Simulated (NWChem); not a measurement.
System: SF$_{3}$ cation; SMILES F[S+](F)F

NWChem input:

```
start job
memory heap 200 mb stack 900 mb global 1100 mb
charge 1
geometry units angstroms noautosym nocenter noautoz
  F      0.304071    -1.313604    -0.276375
  S      0.000000     0.000000     0.449228
  F      0.985579     0.920136    -0.276375
  F     -1.289650     0.393469    -0.276375
end
basis spherical
  F library def2-svp
  S library def2-svp
end
dft
  xc bhlyp
  iterations 150
end
tddft
  nroots 8
end
task tddft energy
```

Coordinates come from a PBE0/def2-SVP optimisation.

Vertical excitations in the gas phase.

Q: What results follow from this input? (BHandHLYP/def2-SVP, full TDDFT.) Quantities: lowest excitation, singlet (eV); oscillator strength of that lowest state; lowest state with f > 0.02, singlet (eV); oscillator strength of that bright state; lowest triplet (eV); orbital gap (eV).

A: 
```json
{
 "lowest excitation, singlet (eV)": "9.04",
 "oscillator_strength_of_that_lowest_state": "0.085",
 "lowest state with f > 0.02, singlet (eV)": "9.04",
 "oscillator_strength_of_that_bright_state": "0.085",
 "lowest triplet (eV)": "6.55",
 "orbital gap (eV)": "12.90"
}
```
